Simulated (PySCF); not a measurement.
Calculation: B3LYP-D3(BJ)/def2-TZVP // r2SCAN-D4/def2-SVP (PySCF 2.14.0). All species are isolated molecules in the gas phase. One relaxed conformer stands for a flexible species; it need not be the lowest. B3LYP has the VWN-RPA correlation part, as in Gaussian. 

Reference species: [Co(H2O)5(NH3)]3+ (excited quintet) (charge +3, multiplicity 5).

```json
{
  "charge on the central atom (meta-Löwdin)": "1.67 e",
  "mean_distance_from_the_central_atom_to_its_bonded_neighbours": "2.047 Å"
}
```

Changed species: [Co(H2O)2(NH3)4]3+ (excited quintet) (4 of 6 H2O replaced by NH3, multiplicity 5; the reference has 1 of 6 H2O replaced by NH3, multiplicity 5).

Problem. Give the shifts of the charge on the central atom (meta-Löwdin) and mean distance from the central atom to its bonded neighbours.

Solution. the charge on the central atom (meta-Löwdin) decreases by 0.14 e, to 1.53 e; the mean distance from the central atom to its bonded neighbours increases by 0.076 Å, to 2.123 Å.
